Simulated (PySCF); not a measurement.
## Ru⁺ (ruthenium, charge +1) across methods

[Kr] 4d7, high-spin 4F determinant. Computed with PySCF 2.14 in aug-cc-pVTZ-DK (9s8p6d3f2g, 102 functions), with scalar relativity by spin-free X2C-1e.

| method | E (hartree) | mean ε 4p β (eV) | mean ε 4d α (eV) | mean ε 4d β (eV) | Σ⟨r²⟩ (bohr²) | ⟨S²⟩ |
| --- | --- | --- | --- | --- | --- | --- |
| r2SCAN | -4529.92 | -53.294 | -13.585 | -11.868 | 37.25 | 3.754 |
| wB97X-V | -4529.66 | -57.918 | -17.227 | -15.745 | 37.22 | 3.752 |
| r2SCANh | -4529.91 | -54.344 | -14.204 | -12.438 | 37.16 | 3.754 |
| UHF | -4527.62461 | -62.851 | -18.956 | -16.650 | 36.75 | 3.756 |
| PBE | -4529.53 | -52.544 | -13.365 | -11.796 | 37.63 | 3.752 |
| PBE0 | -4529.61 | -55.400 | -14.934 | -13.214 | 37.23 | 3.752 |
| LDA | -4524.85 | -52.901 | -13.560 | -11.939 | 37.73 | 3.751 |
| BHandHLYP | -4529.92 | -58.223 | -16.376 | -14.663 | 37.14 | 3.753 |
